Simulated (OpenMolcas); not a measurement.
## How methods differ on C2H7Ga (SMILES [CH3][GaH][CH3])

C2H7Ga: 10 atoms, total charge 0, spin state singlet. As SMILES, `[CH3][GaH][CH3]`. The shape is that of a PBE0-D4/def2-TZVP optimisation.

```
atom    x (Å)    y (Å)    z (Å)
   C  -1.0634   1.1428  -0.7118
  Ga   0.6490   0.2661  -0.2813
   C   0.6815  -1.3215   0.8869
   H  -1.5337   0.6142  -1.5482
   H  -0.9354   2.1838  -1.0115
   H  -1.7597   1.0952   0.1286
   H   1.9973   0.8365  -0.8726
   H   0.6877  -0.9940   1.9323
   H   1.5693  -1.9359   0.7305
   H  -0.2096  -1.9383   0.7501
```

Each level gives the energy change with the C1–H4 bond stretched from 1.096 to 1.643 Å (eV). The values are calculated.

```
                        level                   kind     program  value (eV)  less CCSD(T)/def2-SVP  CPU time (all runs)
     HF/def2-SVP (restricted)           Hartree–Fock  OpenMolcas        2.18                  +0.26                 22 s
  SVWN5/def2-SVP (restricted)                    LDA  OpenMolcas        1.84                  -0.08                 56 s
    PBE/def2-SVP (restricted)                    GGA  OpenMolcas        1.82                  -0.10                 72 s
 revPBE/def2-SVP (restricted)                    GGA  OpenMolcas        1.81                  -0.11                 76 s
   TPSS/def2-SVP (restricted)               meta-GGA  OpenMolcas        1.86                  -0.06                 97 s
  B3LYP/def2-SVP (restricted)          global hybrid  OpenMolcas        1.91                  -0.01                 74 s
 B2PLYP/def2-SVP (restricted)          double hybrid  OpenMolcas        1.98                  +0.06                 54 s
    MP2/def2-SVP (restricted)    perturbation theory  OpenMolcas        2.07                  +0.15                 18 s
CCSD(T)/def2-SVP (restricted)  coupled cluster or CI  OpenMolcas        1.92                   0.00                3 min
```

Differences are taken from CCSD(T)/def2-SVP (restricted) for orientation; it has basis-set and higher-order errors of its own. All-electron rows without a relativistic Hamiltonian named are non-relativistic. The first shape isn't each level's own minimum. The values span 1.81 to 2.18 eV. In the correlated wave-function rows the outer d shell of Ga is correlated, in sets not made for it. Times are those of the runs behind each value, whatever else they computed, on shared processors of several kinds: orders of magnitude only.
